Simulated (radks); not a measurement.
Problem. Tl+, configuration [Xe] 4f14 5d9.75 6s2 6p0.25 (fractional occupations, a model configuration). All-electron calculation, scalar-relativistic Kohn-Sham, PBE, spin-polarised, spherical densities, point nucleus; open shells are filled with parallel spins first (spin-orbit coupling, left out, can overturn this in heavy ions). Program: a radial shooting solver on a logarithmic mesh with Libxc functionals. Some entries of the table are withheld. Estimate them.

orbital  occ.  eigenvalue (Ry)  <1/r> (bohr^-1)
1s up       1        -6294.981            99.54
1s down     1        -6294.981            99.54
2s up       1        -1121.326            23.36
2s down     1        -1121.324            23.36
2p up       3        -964.3243            20.59
2p down     3        -964.3228            20.59
3s up       1        -268.1438            8.656
3s down     1        -268.1431            8.656
3p up       3        -222.9679            7.850
3p down     3        -222.9671            7.850
3d up       5        -176.2246            7.374
3d down     5        -176.2233            7.374
4s up       1        -60.35120            3.721
4s down     1        -60.34945            3.721
4p up       3        -45.54665            3.349
4p down     3        -45.54500            3.349
4d up       5        -28.21038            3.008
4d down     5        -28.20847            3.008
5s up       1        -10.27483            1.551
5s down     1        -10.26445            1.552
4f up       7         -9.02743            2.605
4f down     7         -9.02493            2.605
5p up       3         -6.23665            1.323
5p down     3         -6.22428            1.323
5d up       5         -1.76506           0.9574
5d down  4.75         -1.75013           0.9581
6s up       1         -1.25364           0.5387
6s down     1         -1.23595           0.5389
6p up    0.25              (1)           0.3896
6p down     0              (2)           0.3901

Solution. 
(1) 6p up eigenvalue (Ry): -0.64060
(2) 6p down eigenvalue (Ry): -0.62255
